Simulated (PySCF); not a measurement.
[Ta3]+ at several levels of theory

Computed with PySCF 2.14.0 (density fitting, no spin-orbit coupling) at the geometry relaxed with TPSS:

```xyz
3
[Ta3]+ (triplet)
Ta    1.4468    0.0303    0.0000
Ta   -0.6997    1.2092    0.0000
Ta   -0.7471   -1.2394    0.0000
```

| level | basis | state | HOMO (eV) | gap (eV) | charge on Ta1 (e) | dipole about the centre of mass (D) | largest force component (eV/Å) |
| --- | --- | --- | --- | --- | --- | --- | --- |
| TPSS | Ta def2-SVP with ECP60 | triplet | -8.32 | 0.43 | 0.35 | 0.20 | 0.02 |
| TPSS | Ta def2-TZVP with ECP60 | triplet | -8.21 | 0.44 | 0.33 | 0.19 | 0.18 |
| TPSS | Ta x2c-SVPall | triplet | -8.35 | 0.38 | 0.31 | 0.15 | 1.40 |

HOMO and gap are taken over both spins. Charges are Mulliken's, which hang on the basis. The relaxation used the grid (50, 194), these runs (75, 302) or, all-electron (x2c bases, spin-free X2C Hamiltonian), (99, 590).

Order these levels, in the first row's basis, by the HOMO–LUMO gap they give here, smallest first.
A. BLYP
B. PBE
C. M06-L
D. wB97X

A (0.12 eV), B (0.18 eV), C (0.62 eV), D (5.69 eV).

And their other results?


```tsv
level	state	HOMO (eV)	gap (eV)	charge on Ta1 (e)	dipole about the centre of mass (D)	largest force component (eV/Å)
PBE	triplet	-8.33	0.18	0.35	0.22	0.17
BLYP	triplet	-8.21	0.12	0.35	0.22	0.49
wB97X	triplet	-10.81	5.69	0.32	0.08	0.86
M06-L	triplet	-8.27	0.62	0.35	0.16	0.08
```

No frequency check is given that shows the relaxed geometry to be a minimum. Open shells may have lower solutions than the one found.

A gap near or under zero over both spins lies within a partly filled shell and is no excitation energy.

Some runs are spin-contaminated.
